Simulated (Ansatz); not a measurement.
Spectroscopic constants of SeF, multiplicity 2 (the spin of the measured ground state). No spin–orbit coupling. Se is treated without relativity.

```json
[
 {"level": "SVWN5/def2-TZVPP", "bond energy D_e (kJ/mol)": "465.9"},
 {"level": "PBE/def2-TZVPP", "bond energy D_e (kJ/mol)": "376.3"},
 {"level": "r2SCAN/def2-TZVPP", "bond energy D_e (kJ/mol)": "340.1"},
 {"level": "B97M-V/def2-TZVPP", "bond energy D_e (kJ/mol)": "342.9"},
 {"level": "B3LYP/def2-TZVPP", "bond energy D_e (kJ/mol)": "336.9"},
 {"level": "PBE0/def2-TZVPP", "bond energy D_e (kJ/mol)": "329.8"},
 {"level": "BHLYP/def2-TZVPP", "bond energy D_e (kJ/mol)": "285.4"},
 {"level": "CAM-B3LYP/def2-TZVPP", "bond energy D_e (kJ/mol)": "340.2"},
 {"level": "wB97X-V/def2-TZVPP", "bond energy D_e (kJ/mol)": "344.0"},
 {"level": "wB97M-V/def2-TZVPP", "bond energy D_e (kJ/mol)": "336.4"},
 {"level": "B2PLYP/def2-TZVPP", "bond energy D_e (kJ/mol)": "330.5"},
 {"level": "CCSD/def2-TZVPP", "bond energy D_e (kJ/mol)": "292.2"},
 {"level": "CCSD/def2-QZVPP", "bond energy D_e (kJ/mol)": "308.0"},
 {"level": "CCSD(T)/def2-TZVPP", "bond energy D_e (kJ/mol)": "309.6"},
 {"level": "CCSD(T)/def2-QZVPP", "bond energy D_e (kJ/mol)": "327.3"}
]
```

The rows run from 285.4 (BHLYP/def2-TZVPP) to 465.9 kJ/mol (SVWN5/def2-TZVPP). From def2-TZVPP to def2-QZVPP CCSD(T) changes by 17.7. The 11 functionals in def2-TZVPP without D3 or D4 span 180.5, from BHLYP to SVWN5.

D_e counts from the fitted minimum to each atom's lowest state at the same level, without counterpoise.

Correlated levels freeze the inner cores; with def2 sets outer-core shells near the valence are correlated too.

Run with Ansatz (a quantum-chemistry and plane-wave program). Values without a source in brackets are computed.
